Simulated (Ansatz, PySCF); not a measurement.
This PySCF input computes a SVWN5/def2-TZVPD energy:

```python
from pyscf import gto, scf, dft

mol = gto.M(
    atom='''
    C     1.08331416   -0.36964599    0.01428232
    C    -0.11449762    0.29184644   -0.57145929
    O    -1.13643185    0.27846473    0.23147453
    H     1.39523303   -1.17287007   -0.65956252
    H     1.90627708    0.35094910    0.01626492
    H     0.93967941   -0.77368304    1.03389627
    H    -0.96263393   -0.16531657    1.10066690
    ''',
    basis='def2-tzvpd',
    charge=0,
    spin=0,
    verbose=4,
)

mf = dft.RKS(mol, xc='svwn').density_fit(auxbasis='def2-universal-jkfit')
mf.grids.level = 3
mf.conv_tol = 1e-9
mf.max_cycle = 100
mf.max_memory = 1500
mf.kernel()
if not mf.converged:
    mf = mf.newton()
    mf.kernel(mf.make_rdm1())
mf.analyze()
```

Task: Write an input for the same energy in Ansatz (a program for electronic structure) and say what it gives.

Result: 
Ansatz 0.2 input:
```yaml
crystal:
  periodic: [false, false, false]
  atoms:
    - {symbol: C, position_ang: [1.08331416, -0.36964599, 0.01428232]}
    - {symbol: C, position_ang: [-0.11449762, 0.29184644, -0.57145929]}
    - {symbol: O, position_ang: [-1.13643185, 0.27846473, 0.23147453]}
    - {symbol: H, position_ang: [1.39523303, -1.17287007, -0.65956252]}
    - {symbol: H, position_ang: [1.90627708, 0.35094910, 0.01626492]}
    - {symbol: H, position_ang: [0.93967941, -0.77368304, 1.03389627]}
    - {symbol: H, position_ang: [-0.96263393, -0.16531657, 1.10066690]}
basis:
  gaussian:
    orbitals: def2-TZVPD
hamiltonian:
  xc: {name: SVWN5}
output: {forces: true}
```
It gives -152.52950 Eh, and PySCF -152.52958 Eh, a difference of 0.08 mEh, from the treatment of integrals and grids.
